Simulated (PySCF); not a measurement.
C2H5ClFNSi, SMILES N[Si@H](Cl)/C=C/F. Coordinates come from a ωB97X-D3(BJ)/def2-SVP optimisation. The structure was generated by enumeration; whether it is a known compound was not checked. One conformer was computed; it need not be the lowest.

Calculation: ωB97X-D3(BJ)/def2-SVP run with PySCF.

Harmonic wavenumbers (cm⁻¹): 83, 128, 171, 223, 257, 331, 356, 435, 449, 532, 729, 784, 866, 874, 900, 932, 1001, 1172, 1215, 1355, 1553, 1750, 2300, 3199, 3230, 3617, 3714. Rotational constants (GHz): 3.160, 1.322, 0.9965; symmetry number 1.

Problem. Work out the zero-point energy and the ideal-gas rigid-rotor harmonic-oscillator thermochemistry at 298.15 K and 1 atm.

Solution. ZPE = ½ Σ hcν = ½ × 32160 cm⁻¹ = 192.36 kJ/mol. H − E(el) = 215.49 kJ/mol. Entropy in J/(mol K): translation 169.02, rotation 120.23, vibration 78.32, total 367.58. G − E(el) = 105.89 kJ/mol. Cp = 120.86 J/(mol K). Modes under 150 cm⁻¹ make the vibrational entropy uncertain.
